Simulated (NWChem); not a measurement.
# Si$_{3}$PH$_{8}$, doublet; SMILES [SiH2]P([SiH3])[SiH3]

```xyz
12

Si     1.9794    -0.3407     0.2175
P      0.0464    -0.0166    -0.8780
Si    -0.6640     1.8547     0.1783
Si    -1.2393    -1.5431     0.1892
H      2.5398    -1.6776    -0.1648
H      2.9471     0.7370    -0.1693
H     -2.0228     2.1846    -0.3469
H      0.2827     2.9580    -0.1635
H     -0.7362     1.7059     1.6646
H     -0.7046    -2.8984    -0.1389
H     -1.2625    -1.3652     1.6739
H     -2.6301    -1.4155    -0.3404
```
Atoms are numbered in this order, from 1.

All runs: NWChem. Spin-unrestricted. The geometry was optimised at PBE0/def2-SVP, spin-unrestricted. No stability test was run on the SCF state. Fermi-contact couplings, non-relativistic, static geometry.

Problem. What does the run give for TPSSh/pcJ-1? Quantities: A(iso) 29Si atom 1 (MHz); A(iso) 31P atom 2 (MHz); A(iso) 29Si atom 4 (MHz); A(iso) 1H atom 6 (MHz); A(iso) 1H atom 11 (MHz); A(iso) 1H atom 12 (MHz); <S²>.

Solution. 
| Quantity | Result |
|---|---|
| A(iso) 29Si atom 1 (MHz) | -459 |
| A(iso) 31P atom 2 (MHz) | 11.3 |
| A(iso) 29Si atom 4 (MHz) | -19.5 |
| A(iso) 1H atom 6 (MHz) | 49.2 |
| A(iso) 1H atom 11 (MHz) | 2.2 |
| A(iso) 1H atom 12 (MHz) | -2.1 |
| <S²> | 0.753 |
